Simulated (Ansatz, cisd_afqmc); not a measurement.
Species: SeCl, charge 0, doublet. SeCl (SMILES Cl[Se], doublet).
B3LYP-D3(BJ)/def2-TZVP minimum from Ansatz (a quantum-chemistry and plane-wave program):
```xyz
2

Se     0.0000     0.0000    -0.7157
Cl     0.0000     0.0000     1.4313
```
Charge 0, spin multiplicity 2.

Total energies in def2-SVP, 13 correlated electrons, 19 frozen orbitals. UHF or UKS for unpaired electrons; spin-orbit terms are left out. Correlated methods leave the cores frozen (noble-gas shells, and filled d and f shells in the p block). No relativity. AFQMC/CISD: phaseless, guided by CISD from CCSD amplitudes; bars are statistical, one sigma. Outlying blocks are dropped, and bars are widened where a walk drifts. Over all cases where full CI ran beside it in this data, AFQMC minus full CI had a median of +0.1 mEh and passed +0.4 mEh in a tenth of the cases.

The bar of a AFQMC/CISD walk is widened from 0.27 to 0.35 mEh, since its error had not levelled off in the blocking analysis, or few joins of blocks were possible.

| method | program | energy (Eh) | minus CCSDTQ (mEh) |
|---|---|---|---|
| HF | Ansatz | -2858.88419 | 260.68 |
| MP2 | Ansatz | -2859.11012 | 34.75 |
| CCSD | Ansatz | -2859.13705 | 7.82 |
| CCSD(T) | Ansatz | -2859.14355 | 1.32 |
| CCSDT(Q) | Ansatz | -2859.14491 | -0.04 |
| CCSDTQ | Ansatz | -2859.14487 | 0.00 |
| AFQMC/CISD | cisd_afqmc | -2859.1443 ± 0.0004 | 0.6 ± 0.4 |

Rough core times of Ansatz's runs on a shared machine: CCSD(T) under 20 s, CCSDT(Q) 30 s, CCSDTQ 30 min.
